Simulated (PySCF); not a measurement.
Species: C3H12Si2.
Structure used (PBE0-D3(BJ)/def2-SVP), in Å, numbered top down from 1:
```
atom  x, y, z in Å
C1    -0.343    1.202   -0.763
C2    -0.474   -0.260   -0.338
Si3   -2.169   -0.597    0.444
C4     0.647   -0.710    0.614
Si5    2.404   -0.599   -0.085
H6     0.598    1.388   -1.307
H7    -1.166    1.510   -1.427
H8    -0.351    1.874    0.111
H9    -0.432   -0.891   -1.247
H10   -3.277   -0.231   -0.494
H11   -2.317    0.213    1.694
H12   -2.297   -2.045    0.799
H13    0.616   -0.124    1.551
H14    0.498   -1.761    0.918
H15    2.434   -1.164   -1.471
H16    2.905    0.809   -0.144
H17    3.341   -1.386    0.775
```

All values: CAM-B3LYP/def2-SVPD (PySCF, non-relativistic), on one gas-phase PBE0-D3(BJ)/def2-SVP geometry that isn't relaxed in the solvent. The solvent is an IEF-PCM continuum (cavity from Bondi-type radii × 1.2). Specific hydrogen bonds and non-electrostatic terms are outside this model.

Gas phase at CAM-B3LYP/def2-SVPD: HOMO -9.10 eV, LUMO 0.99 eV, dipole 0.17 D.

Task: What does the continuum do to the energy, the frontier levels and the dipole at CAM-B3LYP/def2-SVPD in chloroform and tetrahydrofuran?

Result: 
| solvent | ε | E(solvent) − E(gas) (kcal/mol) | polarisation term (kcal/mol) | distortion of the solute (kcal/mol) | HOMO (eV) | LUMO (eV) | dipole (D) |
| --- | --- | --- | --- | --- | --- | --- | --- |
| chloroform | 4.711 | -0.73 | -0.80 | 0.07 | -8.93 | 1.15 | 0.18 |
| tetrahydrofuran | 7.426 | -0.84 | -0.94 | 0.10 | -8.92 | 1.17 | 0.18 |

Polarisation term: ½ Σ q·V over the induced surface charges. Distortion: the rise of the solute's own energy as its density leaves the gas-phase optimum. From chloroform to tetrahydrofuran the lowering changes by a factor 1.15, Onsager's factor (ε − 1)/(2ε + 1) by 1.14 and ε itself by 1.6.

Task: How does the static polarisability (CAM-B3LYP/def2-SVPD, frozen core, with the continuum's full static response) change?

Result: 
```tsv
medium	isotropic (au)	principal values (au)	⟨r²⟩ of the electrons (bohr²)
gas	94.4	81.8, 89.6, 111.7	1054.4
chloroform	117.3	105.1, 113.1, 133.6	1055.2
tetrahydrofuran	121.5	110.0, 117.5, 137.0	1055.3
```

The isotropic value in tetrahydrofuran is 1.29 times the gas-phase one; no cavity-field correction is applied. ⟨r²⟩ is taken about the centre of nuclear charge.

The run took about 70 s of CPU time (one thread, shared machine). This is the whole response run at CAM-B3LYP/def2-SVPD in tetrahydrofuran, SCF included.
